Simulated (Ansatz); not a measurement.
Species: BH₃, charge 0, singlet. BH3 (borane, SMILES B).
B3LYP-D3(BJ)/def2-TZVP minimum from Ansatz (an electronic-structure program):
```
B
H 1 1.1893
H 1 1.1893 2 120.00
H 1 1.1893 2 120.00 3 180.00
```

Quantity: atomisation energy (electronic, to ground-state atoms), in kJ/mol. Radicals and triplets start from unrestricted determinants; spin-orbit coupling is neglected. CBS(X,Y): correlation extrapolated as X^-3, Hartree-Fock from the larger set (Q,5: extrapolated as (X+1)exp(-9√X)). A bracket is a step between two methods taken in the basis named. The functionals are non-relativistic, so their misses hold any scalar relativity. Double hybrids freeze cores in their MP2 part. '+ core + X2C': CCSD(T) terms for core correlation (cc-pwCVTZ) and scalar relativity (cc-pVTZ-DK). Full CI freezes restricted core orbitals, also for open shells; the composite that ends in it estimates full CI at the basis-set limit. Where a partner has so few electrons that a lower coupled-cluster level is exact, that level stands in.

CCSD(T)/CBS(cc-pVQZ,cc-pV5Z) + [CCSDT(Q) - CCSD(T)]/cc-pVQZ + [FCI - CCSDT(Q)]/cc-pVDZ + core + X2C (Ansatz) gives 1176.1 kJ/mol.

Task: How far off this value is PBE/def2-TZVPD (Ansatz), in which direction, and which of these levels come nearer: r2SCAN/def2-TZVPD, PBE0/def2-TZVPD, wB97M-V/def2-TZVPD, B2PLYP/def2-TZVPD, CCSD(T)/CBS(cc-pVQZ,cc-pV5Z) + core + X2C?

Result: PBE gives 1163.9 kJ/mol, 12.2 kJ/mol below it. Differences of the others: r2SCAN/def2-TZVPD (Ansatz) 2.9; PBE0/def2-TZVPD (Ansatz) -9.3; wB97M-V/def2-TZVPD (Ansatz) 7.5; B2PLYP/def2-TZVPD (Ansatz) -2.0; CCSD(T)/CBS(cc-pVQZ,cc-pV5Z) + core + X2C (Ansatz) -0.1 kJ/mol. Nearer than PBE: r2SCAN/def2-TZVPD, PBE0/def2-TZVPD, wB97M-V/def2-TZVPD, B2PLYP/def2-TZVPD, CCSD(T)/CBS(cc-pVQZ,cc-pV5Z) + core + X2C.
